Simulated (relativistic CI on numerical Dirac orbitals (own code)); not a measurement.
# Fe⁺ in a cubic cluster: L2,3 absorption with charge transfer

Computed with a charge-transfer multiplet model of a cubic metal-ligand cluster with up to 2 ligand holes, Slater and spin-orbit integrals from Dirac-Coulomb-Breit ions, Slater integrals scaled by 0.8. The parameters are those of a tetrahedral site (10Dq negative, t2 hopping the larger). The ground state mixes d7 with configurations of k ligand holes L, whose averages lie at kΔ + k(k − 1)U_dd/2; a core hole lowers each added d electron by U_cd. 300 K, Lorentzian 0.4 eV and Gaussian 0.3 eV FWHM.

Atomic integrals in eV (Slater integrals scaled, ζ unscaled), ground: F2dd 7.751, F4dd 4.773, zeta_d 0.042; with the core hole: F2dd 8.441, F4dd 5.207, zeta_d 0.059, zeta_core 8.141, F2cd 4.939, G1cd 3.627, G3cd 2.059.

Cluster parameters (eV): Δ = 6.4, U_dd = 6.7, U_cd = 7.7, 10Dq = -0.15, 10Dq(ligand) = 0, final-state hopping factor = 1.

```csv
Case,n_d,d7,d8L,d9L2,S
"V(eg) = 0.28 eV, V(t2g) = -0.47 eV",7.01,0.99,0.01,0.00,1.50
"V(eg) = 0.58 eV, V(t2g) = -0.98 eV",7.04,0.96,0.04,0.00,1.50
"V(eg) = 0.88 eV, V(t2g) = -1.49 eV",7.09,0.91,0.09,0.00,1.50
"V(eg) = 1.18 eV, V(t2g) = -2 eV",7.15,0.85,0.14,0.00,1.50
"V(eg) = 1.48 eV, V(t2g) = -2.51 eV",7.21,0.80,0.19,0.01,1.50
```

Weights, n_d and S are thermal averages at 300 K. Photon energies count from the first peak over 30 % of the highest in each spectrum, which can be another peak from case to case. The parameters are a model scan and need not match a compound or its usual spin state. Peaks in eV (height, largest 100):
- V(eg) = 0.28 eV, V(t2g) = -0.47 eV: 0.0 (79), 0.7 (100), 1.5 (76), 2.7 (23), 3.5 (13), 13.4 (53), 14.8 (9), 15.4 (9)
- V(eg) = 0.58 eV, V(t2g) = -0.98 eV: 0.0 (82), 0.7 (100), 2.6 (23), 3.4 (15), 13.3 (53), 14.7 (11), 15.3 (9)
- V(eg) = 0.88 eV, V(t2g) = -1.49 eV: 0.0 (90), 0.5 (100), 13.2 (54), 14.6 (13), 15.2 (10)
- V(eg) = 1.18 eV, V(t2g) = -2 eV: 0.0 (100), 13.1 (53), 14.5 (14), 15.1 (9)
- V(eg) = 1.48 eV, V(t2g) = -2.51 eV: 0.0 (100), 0.8 (71), 13.0 (46), 14.5 (11)

For the case V(eg) = 1.18 eV, V(t2g) = -2 eV, Δ = 6.4 eV is smaller than U_dd = 6.7 eV, the charge-transfer side of the Zaanen-Sawatzky-Allen scheme. With the core hole the configuration with one ligand hole lies at Δ + U_dd − U_cd = 5.4 eV above the one without, against Δ in the ground state. The added d electron screens the hole, so the order of the configurations is kept and charge-transfer satellites are weaker than in photoemission.
